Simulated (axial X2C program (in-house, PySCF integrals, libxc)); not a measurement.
Spin–orbit effects down a group: molecules with I, CCSD(T)

Calculated with an in-house all-electron X2C program for linear molecules (integrals from PySCF), spin-free (one-electron X2C) or two-component (2c: spin–orbit coupling with atomic mean-field Coulomb and Gaunt terms, which also bring small scalar terms), in Dyall basis sets with cores contracted in-house; open shells are unrestricted.

Basis sets: Br dyall-cv3z, Cl dyall-av3z, F dyall-av3z, I dyall-cv3z. Frozen shells (counts by l): IF I 4s3p2d, F 1s, 14 electrons correlated; ICl I 4s3p2d, Cl 2s1p, 14 electrons correlated; IBr I 4s3p2d, Br 3s2p1d, 14 electrons correlated. Coupled cluster in natural virtuals with an MP2 remainder. Where the outer core of a metal is frozen, bonds come out longer and ionisation energies lower.

```csv
molecule,spin-free state,Re (Å),ωe (cm⁻¹),De (eV),2c state,Re 2c (Å),ωe 2c (cm⁻¹),De 2c (eV)
IF,"M_S = 0, Λ = 0",1.916,617.9,2.94,Ω = 0,1.924,602.3,2.71
ICl,"M_S = 0, Λ = 0",2.343,383.2,2.24,Ω = 0,2.353,373.0,1.98
IBr,"M_S = 0, Λ = 0",2.491,267.4,1.97,Ω = 0,2.501,260.1,1.58
```

**Question.** Work out the shifts from the spin-free to the two-component result.

**Answer.** 

```tsv
molecule	2c state	ΔRe (Å)	Δωe (cm⁻¹)	ΔDe (eV)
IF	Ω = 0	0.008	-15.6	-0.23
ICl	Ω = 0	0.010	-10.2	-0.26
IBr	Ω = 0	0.010	-7.3	-0.39
```

Shifts of one unit in the last digit are rounding.

Each entry is the lowest single determinant of a limited PBE0 search at one distance. De goes to single-determinant-based atoms at the same level (for ions the charge split of lowest energy) and is withheld (n/a) where an atom does not fit its ground term or J level. Main or longest-lived isotopes.
